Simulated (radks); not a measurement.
Values are calculated unless marked as measured or tabulated.
The bismuth ion Bi13+, 70 electrons, occupied as [Xe] 4f14 5d2.

Level of theory: scalar-relativistic Kohn-Sham, exchange-only LDA, spin-polarised, spherical densities, point nucleus; open shells are filled with parallel spins first (spin-orbit coupling, left out, can overturn this in heavy ions) (a radial shooting solver on a logarithmic mesh with Libxc functionals).

Energy parts (Ry):
| part | energy |
|---|---|
| total | -42919.5840 |
| kinetic | 48718.3609 |
| electron-nucleus | -106102.1458 |
| Hartree | 15196.3211 |
| exchange | -732.1202 |

Orbitals (lengths in bohr, moments of r in powers of bohr; r(max) is where P^2 peaks; r(90%) holds 90 % of the orbital's charge):
orbital  occ.  eigenvalue (Ry)    r(max)  r(90%)
1s up       1        -6678.247  0.009660  0.0290
1s down     1        -6678.247  0.009660  0.0290
2s up       1        -1214.766   0.05621   0.103
2s down     1        -1214.741   0.05621   0.103
2p up       3        -1041.920   0.04692  0.0989
2p down     3        -1041.899   0.04692  0.0989
3s up       1        -306.6162    0.1585   0.252
3s down     1        -306.6029    0.1585   0.252
3p up       3        -257.2510    0.1589   0.260
3p down     3        -257.2369    0.1589   0.260
3d up       5        -207.6959    0.1294   0.244
3d down     5        -207.6764    0.1294   0.244
4s up       1        -83.78015    0.3556   0.540
4s down     1        -83.75395    0.3556   0.540
4p up       3        -67.57780    0.3757   0.582
4p down     3        -67.55083    0.3757   0.582
4d up       5        -49.08450    0.3809   0.626
4d down     5        -49.05226    0.3809   0.625
4f up       7        -28.68491    0.3401   0.686
4f down     7        -28.64538    0.3400   0.684
5s up       1        -28.32419    0.7587    1.13
5s down     1        -28.16132    0.7571    1.13
5p up       3        -23.39769    0.8354    1.25
5p down     3        -23.20838    0.8334    1.25
5d up       2        -17.54080    0.9490    1.46
5d down     0        -17.32992    0.9464    1.46
6s up       0        -13.73477     1.482    2.07
6s down     0        -13.55533     1.484    2.08
6p up       0        -11.87493     1.641    2.28
6p down     0        -11.71819     1.646    2.30

The highest occupied level is 5d up at -238.65 eV. The density falls to 0.001 e/bohr^3 at r = 2.13 bohr. Summed over all electrons, <r^2> = 16.22 bohr^2, which gives a Langevin (diamagnetic) susceptibility term of -12.8 x 10^-6 cm^3/mol. For comparison, the ionisation energy in NIST's Atomic Spectra Database is 252 eV (theoretical). In exact Kohn-Sham theory the highest level is minus the ionisation energy, but local and semilocal functionals leave it too shallow, through self-interaction and a potential that decays too fast; potentials with the right tail come closer.
